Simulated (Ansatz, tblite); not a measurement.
Cost and result up the ladder for `CCCCCCCCCC[S][Ag]` (33 atoms). The state is a singlet with charge 0. Geometry: PBE-D4/def2-SVP.

```xyz
33

C    -3.3372   -2.2063    2.9969
C    -3.6691   -0.7810    2.5478
C    -2.4492    0.1361    2.3782
C    -1.4802   -0.2798    1.2667
C    -0.3061    0.6850    1.0802
C     0.6639    0.2702   -0.0291
C     1.8270    1.2474   -0.2293
C     2.8545    0.8176   -1.2857
C     2.3025    0.7462   -2.7144
C     3.3431    0.3140   -3.7455
S     2.7704    0.2964   -5.4908
Ag    0.8668   -1.0615   -5.3920
H    -4.2561   -2.8079    3.1491
H    -2.7142   -2.7439    2.2529
H    -2.7773   -2.2052    3.9561
H    -4.2332   -0.8155    1.5885
H    -4.3617   -0.3197    3.2847
H    -2.8013    1.1718    2.1753
H    -1.8954    0.1928    3.3435
H    -1.0806   -1.2978    1.4717
H    -2.0403   -0.3667    0.3072
H     0.2499    0.7792    2.0408
H    -0.6977    1.7050    0.8636
H     0.0948    0.1579   -0.9787
H     1.0710   -0.7423    0.1966
H     2.3482    1.3863    0.7436
H     1.4214    2.2494   -0.4975
H     3.2768   -0.1741   -1.0043
H     3.7116    1.5262   -1.2661
H     1.4525    0.0261   -2.7644
H     1.8800    1.7306   -3.0127
H     4.1903    1.0363   -3.7565
H     3.7750   -0.6728   -3.4767
```

Ansatz on 4 threads of Arm Neoverse V2 on a shared host; xTB runs through tblite on one thread. Times are rough, summed over both states, and most runs start from the orbitals of an earlier one. PBE0-D4/def2-SVP serves as the yardstick here, not as an exact answer. The other state is a triplet.

In the def2 sets Ag takes a core potential; there is no spin–orbit coupling. The xTB rows come from tblite.

xTB has no spin-polarisation term.

```json
{"level": "GFN1-xTB", "functions": "100", "vertical triplet (eV)": "2.64", "difference from PBE0-D4/def2-SVP (eV)": "0.61"}
{"level": "GFN2-xTB", "functions": "79", "vertical triplet (eV)": "2.93", "difference from PBE0-D4/def2-SVP (eV)": "0.90"}
{"level": "PBE0-D4/def2-SVP", "functions": "294", "vertical triplet (eV)": "2.03", "difference from PBE0-D4/def2-SVP (eV)": "0.00"}
{"level": "PBE-D4/def2-SVP", "functions": "294", "vertical triplet (eV)": "1.94", "difference from PBE0-D4/def2-SVP (eV)": "-0.10"}
```

Q: Estimate how long each takes.

A: GFN2-xTB 0.041 s; GFN1-xTB 0.053 s; PBE-D4/def2-SVP 20 s; PBE0-D4/def2-SVP 45 s. On shared hardware such times vary by a factor of up to 3.
